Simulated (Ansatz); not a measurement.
Consider the ligand exchange at the Si–O bond: `[OH][GeH2][O][SiH](O)O` + `CNC` → `CN(C)[SiH](O)O` + `[OH][GeH2][OH]`.

Calculated with Ansatz (gas phase, PBE0-D4/def2-TZVP geometries, no zero-point term in ΔE). CBS: MP2 limit from def2 TZ/QZ plus the TZ coupled-cluster correction, frozen cores. Functionals use def2-TZVPP. For Ge outer-core shells are correlated without core-valence functions, which leaves a few kJ/mol of doubt a bond. Scalar relativity is left out up to krypton. Each species was taken in one conformer, which may not be the lowest.

| level | ΔE (kJ/mol) |
| --- | --- |
| PBE-D4 | 65.8 |
| r2SCAN-D4 | 74.7 |
| B2PLYP | 76.1 |
| PBE | 67.1 |
| PBE0 | 71.7 |
| MP2/def2-TZVPP | 72.1 |
| CCSD/def2-TZVPP | 77.2 |
| SCS-MP2/def2-QZVPP | 75.0 |

Task: What does CCSD(T)/CBS give? (Best estimate.)

Result: Ansatz gave: +74.4 kJ/mol. The listed levels differ from it by -8.6, 0.3, 1.7, -7.3, -2.7, -2.3, 2.8, 0.6 kJ/mol.

Largest T1 diagnostic among the species: 0.012.

In def2-TZVPP, CCSD(T) changes the Hartree–Fock value by −16.3 kJ/mol (the triples alone add −2.2 kJ/mol) and MP2 by −19.1 kJ/mol. From PBE to PBE0 (25 % exact exchange), in def2-TZVPP and without D4, ΔE moves by +4.6 kJ/mol.
